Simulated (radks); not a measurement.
Results of a calculation; reference values are marked as such.
Q: Species: Cd. Configuration: [Kr] 4d10 5s2 (the NIST ground configuration). Code: a radial shooting solver on a logarithmic mesh with Libxc functionals. Model: Dirac Kohn-Sham, LDA (Slater exchange, Perdew-Wang correlation), spin-unpolarised, spherical densities, finite nucleus; Fermi nuclear charge, rms radius 4.6087 fm.

Spin-orbit splittings of the eigenvalues, e(l+1/2) - e(l-1/2), with zeta = 2 splitting/(2l+1) and mean radii in bohr:

shell  occ.  splitting (eV)  zeta (eV)  <r> j=l-1/2  <r> j=l+1/2
2p        6               ?          ?       0.1113       0.1164
3p        6           34.32      22.88       0.3499       0.3609
3d       10           6.982      2.793       0.3329       0.3364
4p        6           5.902      3.935       0.9384       0.9701
4d       10          0.7023     0.2809        1.280        1.301

Estimate the 2p splitting.

A: 192.2 eV (zeta = 128.1 eV).
